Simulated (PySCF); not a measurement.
B(vinyl)(OH)(OMe) (C3H7BO2), SMILES C=CB(O)OC. Atoms are numbered in the order given.

```xyz
13

B     -0.0104     0.2789     0.6345
C      0.8136     1.0266    -0.4709
C      0.6356     0.9591    -1.7965
H      1.5680     1.7342    -0.1028
H      1.2207     1.5706    -2.4920
H     -0.1169     0.3107    -2.2567
O     -0.1272     0.9050     1.8382
H     -0.6451     0.3695     2.4505
O     -0.6118    -0.9406     0.5221
C     -0.5328    -1.8061    -0.5735
H     -0.6703    -2.8373    -0.2147
H     -1.3300    -1.5952    -1.3068
H      0.4396    -1.7402    -1.0878
```
Charge 0, spin multiplicity 1.

Coordinates come from a PBE0-D3(BJ)/def2-SVP optimisation. The values are those of a single conformer.

Vertical ionisation energy (IE) and electron affinity (EA) in eV. Rows of orbital energies are one-electron estimates. Where ΔSCF, EOM or ADC give a negative EA the extra electron is unbound and the value depends on the basis.

```
level                                           IE     EA
-------------------------------------------  -----  -----
−ε(HOMO), −ε(LUMO), ωB97X/def2-TZVP (PySCF)  10.30  -1.55
−ε(HOMO), −ε(LUMO), PBE/def2-TZVP (PySCF)     6.76   1.63
```
